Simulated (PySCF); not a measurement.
Computed with B3LYP-D3(BJ)/def2-TZVP (PySCF 2.14.0). All species are isolated molecules in the gas phase. One relaxed conformer stands for a flexible species; it need not be the lowest. B3LYP has the VWN-RPA correlation part, as in Gaussian. Excitations are Tamm–Dancoff values on a coarser integration grid. The basis has no diffuse functions, so Rydberg states are missing or too high.

Reference species (SMILES): `[NH2][Ga]([OH])[OH]` (neutral, multiplicity 1).

The LUMO is -0.96 eV. The S1–T1 gap (TDA) is 0.48 eV and the T1 excitation (TDA) is 4.84 eV.

Changed species: `[OH][Ga]([OH])[OH]` (0 of 3 OH replaced by NH2; the reference has 1 of 3 OH replaced by NH2).

Question: Predict the effect on the LUMO, S1–T1 gap (TDA) and T1 excitation (TDA).

Answer: the LUMO decreases by 0.39 eV, to -1.35 eV; the S1–T1 gap (TDA) falls by 0.10 eV, to 0.38 eV; the T1 excitation (TDA) goes up by 0.82 eV, to 5.66 eV.
